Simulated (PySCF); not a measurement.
C₂H₇O, SMILES C[OH+]C, charge +1.

Geometry optimised at B3LYP-D3(BJ)/def2-TZVP. The isomer is the one that the SMILES or the coordinates give; other isomers of the formula were not compared.

These are PySCF with ωB97X/def2-TZVPD values and carry that method's errors.

Symmetry labels are those of the subgroup Cs that the program uses (full group Cs).

Q: List the valence orbital energies around the gap with their symmetry. (The exact figures need the calculation; the answer reports its results.)

A: 
| orbital | symmetry | energy (eV) |
|---|---|---|
| HOMO−7 | A' | -28.81 |
| HOMO−6 | A' | -24.98 |
| HOMO−5 | A' | -22.97 |
| HOMO−4 | A" | -22.91 |
| HOMO−3 | A" | -20.39 |
| HOMO−2 | A' | -20.36 |
| HOMO−1 | A" | -19.97 |
| HOMO | A' | -18.60 |
| LUMO | A' | -3.50 |
| LUMO+1 | A' | -2.02 |
| LUMO+2 | A' | -1.45 |
| LUMO+3 | A" | -1.43 |
